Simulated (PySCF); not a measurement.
Species: C6H10F2OS.
Bonds: C1–C2, C2–S3 (double), C2–C4, C4–C5, C4–C6, C4–O7, O7–C8, C8–F9, C8–F10. Hydrogens: H11, H12, H13 on C1; H14, H15, H16 on C5; H17, H18, H19 on C6; H20 on C8.

Computed by this run: PBE0-D3(BJ)/def2-SVP geometry optimisation, gas phase in PySCF 2.14.0; density fitting, grid level 1; the optimiser is geomeTRIC in internal coordinates, started from a GFN2-xTB structure.

Step 0: E = -24669.1639 eV
```
atom  x, y, z in Å  |  force x, y, z in eV/Å
C1      1.8587    1.0515   -0.5062   -0.172   0.034   0.084
C2      1.1667    0.0032    0.2915    0.138   0.009   0.228
S3      1.8503   -0.6470    1.6115    0.179  -0.058   0.167
C4     -0.1820   -0.4727   -0.2244   -0.443  -0.294  -0.131
C5     -0.9158   -1.3780    0.7604    0.121   0.362  -0.410
C6      0.0389   -1.2014   -1.5556   -0.078   0.414   0.548
O7     -0.9985    0.6741   -0.5613    0.205  -0.259  -0.013
C8     -1.3260    1.5007    0.4445   -0.482   0.730   0.443
F9     -2.5873    1.2751    0.8924    0.221  -0.245  -0.152
F10    -1.3308    2.7678   -0.0164    0.148  -0.228  -0.133
H11     2.5538    1.6090    0.1170    0.239   0.142   0.175
H12     1.1507    1.7276   -0.9822   -0.216   0.245  -0.212
H13     2.4385    0.5671   -1.2947    0.200  -0.159  -0.319
H14    -0.3827   -2.3182    0.8660    0.185  -0.321   0.116
H15    -1.9179   -1.5742    0.3872   -0.379  -0.051  -0.204
H16    -0.9930   -0.9162    1.7421   -0.007   0.097   0.356
H17     0.3869   -0.5007   -2.3080    0.172   0.256  -0.344
H18     0.7704   -1.9942   -1.4271    0.274  -0.330   0.039
H19    -0.9006   -1.6300   -1.8912   -0.402  -0.173  -0.150
H20    -0.6539    1.4609    1.3225    0.096  -0.172  -0.088
```

Step 1: E = -24669.1996 eV
```
atom  x, y, z in Å  |  force x, y, z in eV/Å
C1      1.8979    1.0309   -0.5225    0.054   0.028  -0.004
C2      1.1964    0.0071    0.3145   -0.038  -0.020  -0.023
S3      1.8801   -0.6276    1.6447   -0.020  -0.009   0.026
C4     -0.1716   -0.4544   -0.2147    0.002   0.045  -0.029
C5     -0.9501   -1.3377    0.7440    0.024  -0.101   0.114
C6      0.0481   -1.1736   -1.5416   -0.017  -0.071  -0.044
O7     -0.9391    0.7127   -0.5583   -0.011   0.068   0.056
C8     -1.3501    1.4994    0.4694    0.090  -0.512  -0.097
F9     -2.5146    1.0338    0.9768   -0.047   0.248   0.001
F10    -1.5712    2.7134   -0.0237   -0.067   0.194   0.005
H11     2.6338    1.5793    0.0781    0.009  -0.003  -0.010
H12     1.1973    1.7240   -1.0096   -0.007  -0.013   0.008
H13     2.4517    0.5081   -1.3231   -0.019   0.027   0.008
H14    -0.4457   -2.3033    0.8798    0.025   0.019  -0.029
H15    -1.9563   -1.5049    0.3333    0.039   0.003   0.017
H16    -1.0440   -0.8784    1.7383   -0.005  -0.043  -0.043
H17     0.4614   -0.4935   -2.2989    0.002   0.001   0.025
H18     0.7334   -2.0225   -1.4027   -0.020   0.016  -0.008
H19    -0.9163   -1.5529   -1.9113    0.028   0.023   0.005
H20    -0.6148    1.5446    1.2955   -0.022   0.101   0.023
```

Step 2: E = -24669.2086 eV
```
atom  x, y, z in Å  |  force x, y, z in eV/Å
C1      1.8743    1.0429   -0.5057    0.020  -0.002   0.022
C2      1.1890   -0.0047    0.3177   -0.015   0.009   0.006
S3      1.8796   -0.6518    1.6386    0.029   0.019   0.003
C4     -0.1781   -0.4730   -0.2066    0.076   0.082  -0.025
C5     -0.9259   -1.3855    0.7528   -0.068   0.107  -0.018
C6      0.0374   -1.1807   -1.5418    0.005  -0.020  -0.022
O7     -0.9485    0.6961   -0.5491   -0.239  -0.105   0.226
C8     -1.3420    1.5273    0.4498    0.060  -0.150   0.008
F9     -2.5529    1.1823    0.9425    0.130  -0.147  -0.082
F10    -1.4765    2.7426   -0.0791    0.040   0.242  -0.120
H11     2.6102    1.5884    0.0974    0.002  -0.008   0.000
H12     1.1599    1.7358   -0.9719    0.008   0.002   0.003
H13     2.4251    0.5443   -1.3224   -0.010   0.003  -0.009
H14    -0.3937   -2.3393    0.8609   -0.004   0.017  -0.008
H15    -1.9325   -1.5706    0.3544   -0.020  -0.011  -0.016
H16    -1.0157   -0.9486    1.7557   -0.004   0.033   0.017
H17     0.4419   -0.4890   -2.2926    0.006   0.002   0.006
H18     0.7283   -2.0262   -1.4168   -0.006  -0.001   0.001
H19    -0.9264   -1.5606   -1.9096   -0.003   0.012  -0.003
H20    -0.6273    1.5747    1.2941   -0.007  -0.085   0.010
```

Question: Estimate the geometry and energy of step 3. (The exact step hangs on the optimiser's Hessian estimate; all steps are aligned on step 2, rigid shifts and turns removed.)

Answer: E = -24669.2173 eV, largest force 0.139 eV/Å
```
atom  x, y, z in Å  |  force x, y, z in eV/Å
C1      1.8768    1.0484   -0.5087   -0.025   0.000  -0.009
C2      1.1882    0.0017    0.3135    0.034   0.012   0.007
S3      1.8855   -0.6356    1.6360   -0.020  -0.020   0.015
C4     -0.1784   -0.4713   -0.2105    0.076   0.042  -0.028
C5     -0.9324   -1.3717    0.7540   -0.014   0.026  -0.010
C6      0.0372   -1.1855   -1.5430    0.009  -0.002   0.013
O7     -0.9531    0.6912   -0.5530   -0.120  -0.034   0.062
C8     -1.3397    1.5113    0.4528    0.038  -0.076   0.013
F9     -2.5549    1.1609    0.9266    0.038  -0.020  -0.043
F10    -1.4543    2.7420   -0.0548    0.021   0.070  -0.016
H11     2.6143    1.5909    0.0951   -0.004  -0.009   0.001
H12     1.1644    1.7439   -0.9739    0.000   0.012  -0.001
H13     2.4256    0.5501   -1.3268   -0.010  -0.003  -0.013
H14    -0.4019   -2.3249    0.8717   -0.006  -0.004   0.012
H15    -1.9379   -1.5586    0.3532   -0.007  -0.004  -0.010
H16    -1.0245   -0.9240    1.7522   -0.002   0.015   0.009
H17     0.4449   -0.4969   -2.2948    0.008   0.003   0.001
H18     0.7254   -2.0324   -1.4142   -0.003  -0.005   0.003
H19    -0.9272   -1.5630   -1.9112   -0.009   0.009  -0.002
H20    -0.6318    1.5280    1.3039   -0.007  -0.013  -0.004
```

The energy changes by -0.0087 eV. The first-order estimate −F·Δx gives -0.0132 eV and the mean of the old and new forces, exact on a quadratic surface, -0.0087 eV. The step makes an angle of 73° with the force vector and moves no atom by more than 0.048 Å.

The cost below is that of the whole optimisation. Hardware: one thread of an Arm Neoverse V2, no GPU (shared host). Cost: 2.9 min of wall time.
